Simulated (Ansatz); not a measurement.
Consider the stannylene formation by 1,1-elimination: `CC(C)[CH2][Sn]([F])([F])[CH2]C(C)C` → `[F][Sn][F]` + `CC(C)CCC(C)C`.

Program: Ansatz. Geometries: PBE0-D4/def2-TZVP. ΔE: electronic, gas phase. CCSD(T)/CBS is the MP2 limit (def2-TZVPP, def2-QZVPP) plus CCSD(T) − MP2 in def2-TZVPP, frozen cores. DFT in def2-TZVPP. HSE06 is defined as in plane-wave codes. def2 core potentials past Kr. For Sn outer-core shells are correlated without core-valence functions, which leaves a few kJ/mol of doubt a bond. Each species was taken in one conformer, which may not be the lowest.

```csv
level,ΔE (kcal/mol)
HSE06,-7.8
CAM-B3LYP,-11.7
```

**Question.** What does CCSD(T)/CBS give? (An estimate is asked.)

**Answer.** Ansatz gave: -1.9 kcal/mol. The listed levels differ from it by -5.9, -9.8 kcal/mol.

Largest T1 diagnostic among the species: 0.017.

The D4 term adds +5.6 kcal/mol with B3LYP and +3.3 kcal/mol with PBE0; it sums over pairs of atoms, weighted by their polarisabilities, and B3LYP, whose exchange is more repulsive, gets the larger term. From PBE to PBE0 (25 % exact exchange), in def2-TZVPP and without D4, ΔE moves by +3.0 kcal/mol.

B3LYP here is the variant with VWN-RPA as its local correlation; programs differ in this.
